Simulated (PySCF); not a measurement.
A small calculation by hand: oscillator strength and radiative lifetime

Pb(NH2)(SiH3) (H₅NPbSi), SMILES [NH2][Pb][SiH3] (connectivity only; charge and spin as stated), neutral, multiplicity 1.

Coordinates come from a PBE0-D3(BJ)/def2-SVP optimisation. The def2 effective core potentials stand for the cores of Pb; spin–orbit coupling is left out. Other conformers were not sampled.

TDA-B3LYP/def2-SVPD (PySCF) puts the first singlet state with f over 0.02 at 4.47 eV (vertical), with the transition dipole (-0.765, -0.187, 0.000) in atomic units.

**Question.** Find the oscillator strength, the wavelength and the radiative lifetime that this transition would have in vacuum if emission retraced absorption.

**Answer.** 
|μ|² = 0.6202 au, so |μ| = 2.00 D. ΔE = 4.47/27.211 = 0.1643 hartree. f = (2/3) ΔE |μ|² = 0.068 (the program prints 0.068).
λ = 1239.84/4.47 = 277 nm; ν = 36053 cm⁻¹.
Einstein's coefficient A = 0.6670 ν² f s⁻¹ (ν in cm⁻¹) = 5.9e7 s⁻¹, so τ = 1/A = 17 ns. This state is S2; the lower singlet has f = 0.003. The figure is the radiative limit of this one transition; relaxation, internal conversion, crossing to triplets and a medium change what is measured.
